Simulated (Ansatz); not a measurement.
Z-matrix (Å, degrees):
```
C
C 1 1.3651
H 2 1.0761 1 131.15
H 1 1.0774 2 125.80 3 0.00
N 2 1.3778 3 121.16 1 -180.00
H 5 1.0029 2 126.12 3 0.00
C 5 1.3491 6 126.11 2 179.99
C 7 1.3561 5 111.51 6 -180.00
H 8 1.0751 7 127.85 5 -180.00
```
Charge 0, spin multiplicity 2.

The numbers are results of frozen-core CCSD(T)/cc-pVTZ // CAM-B3LYP-D3(BJ)/def2-TZVP (Ansatz, a program for electronic structure), not measurements.

```
Quantity                        Value
----------------------  -------------
HF energy               -208.22675 Ha
MP2 correlation energy    -0.79396 Ha
```

**Question.** Estimate the CCSD correlation energy, the (T) correction, the total energy and the T1 diagnostic.

**Answer.** 
| Property | Result |
|---|---|
| CCSD correlation energy | -0.82285 Ha |
| (T) correction | -0.04266 Ha |
| CCSD(T) total energy | -209.09225 Ha |
| T1 diagnostic | 0.030 |
